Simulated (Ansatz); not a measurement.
System: H$_{2}$BO$_{2}$, charge 1, singlet. H2BO2+ (parent SMILES [B](O)O, singlet).
B3LYP-D3(BJ)/def2-TZVP minimum from Ansatz (a quantum-chemistry and plane-wave program):
```xyz
5

O      1.1260     0.3135    -0.4593
B      0.0077    -0.0008     0.0209
O     -1.1637    -0.3094     0.3567
H      2.0341    -0.0059    -0.3402
H     -1.7709    -0.0230     1.0567
```
Charge +1, spin multiplicity 1.

Hartree-Fock and CCSD correlation energies in hartree (Ansatz). Open shells are spin-unrestricted; no spin-orbit coupling. Correlated methods leave the cores frozen. No relativity. The spin of H2BO2+ (parent SMILES O[B]O, singlet) was assumed, and the state is the lowest solution found for it.

```tsv
basis	X	E(HF)	E(corr, CCSD)
cc-pVTZ	3	-175.45905	-0.55068
cc-pVQZ	4	-175.47292	-0.58858
cc-pV5Z	5	-175.47617	withheld
```

Fit E(corr) = E∞ + A/X³ to X = 3 and 4, predict X = 5, and compare with the run.

A = (-0.55068 - (-0.58858))/(1/27 - 1/64) = 1.7700; E∞ = -0.58858 - A/64 = -0.61624; at X = 5, E∞ + A/125 = -0.60208. The run gave -0.60150, 0.58 mEh above the prediction. The same form on X = 4 and 5 gives E∞ = -0.61506, 1.18 mEh above the first estimate.
